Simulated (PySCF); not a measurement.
## From computed data to an observable: chemical shift, span and skew from a shielding tensor

C2H7F2NSi, SMILES N[SiH2]CC(F)F. Atoms are numbered in the order given.

```xyz
13

N      2.8078     0.1706     0.0000
Si     1.1938    -0.4501     0.0000
C     -0.1369     0.9173     0.0000
C     -1.5617     0.4362     0.0000
F     -1.7987    -0.3322    -1.0923
F     -1.7987    -0.3322     1.0923
H      3.2109     0.5760     0.8361
H      3.2109     0.5760    -0.8361
H      1.0258    -1.2750    -1.2306
H      1.0258    -1.2750     1.2306
H      0.0190     1.5570     0.8844
H      0.0190     1.5570    -0.8844
H     -2.3099     1.2500     0.0000
```

Geometry optimised at PBE0-D3(BJ)/def2-SVP. The structure was generated by enumeration, and PubChem lists no compound with its InChIKey, so it may never have been made. Other conformers were not sampled.

GIAO shieldings from PySCF with HF/pcSseg-1, non-relativistic, no solvent. The symmetric part of the tensor of C4 has the principal values 67.9, 92.1, 98.3 ppm. The same nucleus in TMS has σ = 192.6 ppm at this level (PySCF, at its B3LYP-D3(BJ)/def2-TZVP geometry).

Work out the isotropic shielding, the ¹³C shift against TMS, the span and the skew.


σ(iso) = (σ11 + σ22 + σ33)/3 = 86.1 ppm. δ = σ(ref) − σ(iso) = 192.6 − (86.1) = 106.5 ppm.
Span Ω = σ33 − σ11 = 30.4 ppm. Skew κ = 3(σ(iso) − σ22)/Ω = -0.59. Tumbling in solution averages the tensor to δ; in a static solid the shielding alone would spread this spin-1/2 line over Ω.
